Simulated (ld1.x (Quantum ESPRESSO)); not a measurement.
# What one change does to a pseudopotential (C, TM)

```json
{
  "Element": "carbon",
  "Generator": "ld1.x (Quantum ESPRESSO) 7.5",
  "Type": "norm-conserving Troullier–Martins (Kleinman–Bylander form)",
  "Functional": "BLYP",
  "Relativity": "non-relativistic",
  "Frozen core": "[He]",
  "Valence charge": "4",
  "Reference configuration": "2s2 2p1.5 (charge +0.5)",
  "Partial waves": "2p (bound): rc 1.55 bohr; 2s (bound): rc 1.25 bohr",
  "Local potential": "the s channel",
  "Core correction": "a·sin(br)/r model core inside 1.15 bohr"
}
```

Change: all radii but the core radius scaled by about 0.89 (s 1.10, p 1.38 bohr).

Cutoffs: the cutoffs (Ry, on a coarse ladder) from which the occupation-weighted sum of valence levels, in a spherical-Bessel basis at the reference potential, stays within 10 and 1 mRy of its value at 400 Ry; they do not see the model core or the augmentation charge, which bear on the density cutoff. Errors are all-electron minus pseudo energies relative to the spin-unpolarised reference configuration.

Task: Predict the effect on cutoff, ghosts and configuration errors.

Result: The potential gets harder (45 Ry and 80 Ry → 50 Ry and 100 Ry); of the 7 tests that both files solve, the error grows in 1 and shrinks in 2 by more than 15 % and 0.3 meV (median size 27.3 → 28.7 meV); neither file shows a bound ghost. A smaller radius makes the pseudo-wave follow the all-electron one further in, where it bends more sharply, so more plane waves are needed.

| quantity | base | changed |
| --- | --- | --- |
| cutoff, loose | 45 Ry | 50 Ry |
| cutoff, tight | 80 Ry | 100 Ry |
| loose cutoff by channel (10 mRy a level) | p 35 Ry, s 30 Ry | p 45 Ry, s 35 Ry |
| bound ghosts | none | none |
| error for 2s2 2p2, meV [ΔE -3.94 eV] | +2.0 | +1.5 |
| error for 2s2 2p1, meV [ΔE 6.89 eV] | +6.3 | +5.0 |
| error for 2s2 2p0, meV [ΔE 31.07 eV] | +148 | +130 |
| error for 2s1 2p0, meV [ΔE 79.20 eV] | +368 | +334 |
| error for 2s1 2p3, meV [ΔE 4.43 eV] | +27 | +29 |
| error for 2s1 2p2, meV [ΔE 15.52 eV] | +7.9 | +14 |
| error for 2s0 2p4, meV [ΔE 12.83 eV] | +76 | +86 |
